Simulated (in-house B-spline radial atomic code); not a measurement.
Whole-atom quantities along the 32-electron series, configuration 1s2 2s2 2p6 3s2 3p6 3d10 4s2 4p1/2(2). Breit and QED terms are first order and not part of the total energy; the density at the nucleus is averaged over the nuclear charge. Computed with a radial B-spline atomic code at the basis-set limit: Dirac-Hartree-Fock, jj configuration that fills j = l - 1/2 first, finite nuclei.

```json
{"ion": "Ge", "Z": "32", "E/Z² (Eh)": "-2.0483", "Σ<r²> (bohr²)": "41.831", "n(0)/Z³ (bohr⁻³)": "0.9501", "Lamb diamagnetic shielding (ppm)": "2810", "repulsion over attraction": "0.16293", "Breit energy (eV)": "25.763", "self-energy (eV)": "19.088", "vacuum polarisation (eV)": "-1.8084"}
{"ion": "As+", "Z": "33", "E/Z² (Eh)": "-2.0745", "Σ<r²> (bohr²)": "30.299", "n(0)/Z³ (bohr⁻³)": "0.9703", "Lamb diamagnetic shielding (ppm)": "2929.28", "repulsion over attraction": "0.16077", "Breit energy (eV)": "28.635", "self-energy (eV)": "21.247", "vacuum polarisation (eV)": "-2.0507"}
{"ion": "Se2+", "Z": "34", "E/Z² (Eh)": "?", "Σ<r²> (bohr²)": "?", "n(0)/Z³ (bohr⁻³)": "?", "Lamb diamagnetic shielding (ppm)": "?", "repulsion over attraction": "?", "Breit energy (eV)": "?", "self-energy (eV)": "?", "vacuum polarisation (eV)": "?"}
{"ion": "Br3+", "Z": "35", "E/Z² (Eh)": "?", "Σ<r²> (bohr²)": "?", "n(0)/Z³ (bohr⁻³)": "?", "Lamb diamagnetic shielding (ppm)": "?", "repulsion over attraction": "?", "Breit energy (eV)": "?", "self-energy (eV)": "?", "vacuum polarisation (eV)": "?"}
{"ion": "Kr4+", "Z": "36", "E/Z² (Eh)": "-2.1484", "Σ<r²> (bohr²)": "17.149", "n(0)/Z³ (bohr⁻³)": "1.0356", "Lamb diamagnetic shielding (ppm)": "3286.54", "repulsion over attraction": "0.1531", "Breit energy (eV)": "38.599", "self-energy (eV)": "28.768", "vacuum polarisation (eV)": "-2.9305"}
{"ion": "Rb5+", "Z": "37", "E/Z² (Eh)": "-2.1716", "Σ<r²> (bohr²)": "14.924", "n(0)/Z³ (bohr⁻³)": "1.0595", "Lamb diamagnetic shielding (ppm)": "3406.04", "repulsion over attraction": "0.15041", "Breit energy (eV)": "42.399", "self-energy (eV)": "31.65", "vacuum polarisation (eV)": "-3.2808"}
{"ion": "Sr6+", "Z": "38", "E/Z² (Eh)": "?", "Σ<r²> (bohr²)": "?", "n(0)/Z³ (bohr⁻³)": "?", "Lamb diamagnetic shielding (ppm)": "?", "repulsion over attraction": "?", "Breit energy (eV)": "?", "self-energy (eV)": "?", "vacuum polarisation (eV)": "?"}
{"ion": "Zr8+", "Z": "40", "E/Z² (Eh)": "-2.2369", "Σ<r²> (bohr²)": "10.544", "n(0)/Z³ (bohr⁻³)": "1.1369", "Lamb diamagnetic shielding (ppm)": "3766.79", "repulsion over attraction": "0.14243", "Breit energy (eV)": "55.354", "self-energy (eV)": "41.544", "vacuum polarisation (eV)": "-4.5307"}
{"ion": "Nb9+", "Z": "41", "E/Z² (Eh)": "-2.2573", "Σ<r²> (bohr²)": "9.5436", "n(0)/Z³ (bohr⁻³)": "1.164", "Lamb diamagnetic shielding (ppm)": "3887.96", "repulsion over attraction": "0.13984", "Breit energy (eV)": "60.22", "self-energy (eV)": "45.287", "vacuum polarisation (eV)": "-5.021"}
{"ion": "Mo10+", "Z": "42", "E/Z² (Eh)": "-2.2772", "Σ<r²> (bohr²)": "8.6889", "n(0)/Z³ (bohr⁻³)": "1.1913", "Lamb diamagnetic shielding (ppm)": "4009.64", "repulsion over attraction": "0.1373", "Breit energy (eV)": "65.377", "self-energy (eV)": "49.269", "vacuum polarisation (eV)": "-5.5521"}
{"ion": "Tc11+", "Z": "43", "E/Z² (Eh)": "-2.2966", "Σ<r²> (bohr²)": "7.9511", "n(0)/Z³ (bohr⁻³)": "1.2222", "Lamb diamagnetic shielding (ppm)": "4131.87", "repulsion over attraction": "0.13481", "Breit energy (eV)": "70.832", "self-energy (eV)": "53.499", "vacuum polarisation (eV)": "-6.1268"}
{"ion": "Ru12+", "Z": "44", "E/Z² (Eh)": "-2.3154", "Σ<r²> (bohr²)": "7.3084", "n(0)/Z³ (bohr⁻³)": "1.2521", "Lamb diamagnetic shielding (ppm)": "4254.69", "repulsion over attraction": "0.13237", "Breit energy (eV)": "76.595", "self-energy (eV)": "57.987", "vacuum polarisation (eV)": "-6.7474"}
{"ion": "Rh13+", "Z": "45", "E/Z² (Eh)": "-2.3337", "Σ<r²> (bohr²)": "6.7441", "n(0)/Z³ (bohr⁻³)": "1.2853", "Lamb diamagnetic shielding (ppm)": "4378.11", "repulsion over attraction": "0.12999", "Breit energy (eV)": "82.675", "self-energy (eV)": "62.745", "vacuum polarisation (eV)": "-7.4172"}
```

Q: Fill in the row of Se2+.

A: E/Z² (Eh): -2.0999; Σ<r²> (bohr²): 24.119; n(0)/Z³ (bohr⁻³): 0.99099; Lamb diamagnetic shielding (ppm): 3048.29; repulsion over attraction: 0.15834; Breit energy (eV): 31.726; self-energy (eV): 23.574; vacuum polarisation (eV): -2.3173.

Q: Fill in the row of Br3+.

A: E/Z² (Eh): -2.1246; Σ<r²> (bohr²): 20.069; n(0)/Z³ (bohr⁻³): 1.0129; Lamb diamagnetic shielding (ppm): 3167.33; repulsion over attraction: 0.15575; Breit energy (eV): 35.045; self-energy (eV): 26.079; vacuum polarisation (eV): -2.61.

Q: Fill in the row of Sr6+.

A: E/Z² (Eh): -2.194; Σ<r²> (bohr²): 13.163; n(0)/Z³ (bohr⁻³): 1.0843; Lamb diamagnetic shielding (ppm): 3525.87; repulsion over attraction: 0.14773; Breit energy (eV): 46.452; self-energy (eV): 34.735; vacuum polarisation (eV): -3.6628.

Q: With what power of Z does the column «Σ<r²> (bohr²)» change over this range?

A: A fit of the logarithm of its size against log Z from Z = 32 to 45 has slope -5.01. Unscreened non-relativistic hydrogenic orbitals would give -2.
